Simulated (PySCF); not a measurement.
`c1(C#C)ccccn1`, C₇H₅N

Cartesian coordinates in Å; atom numbers follow the order of the lines, from 1:
```xyz
13

C     3.2358   -0.7472   -0.5139
C     2.0455   -0.5659   -0.3729
C     0.6408   -0.3193   -0.2016
C     0.1888    0.9896    0.0339
C    -1.1754    1.2005    0.1958
C    -2.0369    0.1094    0.1183
C    -1.4854   -1.1511   -0.1195
N    -0.1867   -1.3697   -0.2762
H     4.2881   -0.9216   -0.6416
H     0.9051    1.8110    0.0859
H    -1.5607    2.2062    0.3804
H    -3.1156    0.2268    0.2389
H    -2.1356   -2.0313   -0.1861
```

Method: TDDFT CAM-B3LYP/aug-cc-pVDZ excited states, vertical, gas phase in PySCF. Geometry: PBE0-D3(BJ)/def2-SVP.

(1) Give the one- and two-photon strengths of the lowest singlets.

Answers

(1) δ for parallel linear polarisation; σ at the peak of a Lorentzian of half width 0.1 eV, single beam; Ω is circular over linear.
| state | E (eV) | f | photon λ (nm) | δ (au) | σ (GM) | Ω | main |
| --- | --- | --- | --- | --- | --- | --- | --- |
| S1 | 4.86 | 0.002 | 510 | 0.25 | 0.00 | 1.50 | HOMO−1→LUMO 0.92 |
| S2 | 5.11 | 0.230 | 485 | 28.3 | 0.27 | 0.83 | HOMO→LUMO 0.70, HOMO→LUMO+1 0.14 |
| S3 | 5.33 | 0.001 | 465 | 0.69 | 0.01 | 1.50 | HOMO−1→LUMO+1 0.90 |
| S4 | 5.44 | 0.000 | 456 | 0.34 | 0.00 | 1.50 | HOMO−2→LUMO 0.86 |
| S5 | 5.48 | 0.121 | 452 | 18.2 | 0.20 | 1.25 | HOMO→LUMO+1 0.56, HOMO→LUMO 0.18 |
| S6 | 6.29 | 0.003 | 394 | <0.1 | 0.00 | – | HOMO→LUMO+7 0.30, HOMO→LUMO+2 0.30 |

Among these, the strongest one-photon state is S2, the strongest two-photon state S2, with a dipole change of 1.2 D (relaxed, norm of the difference vector).
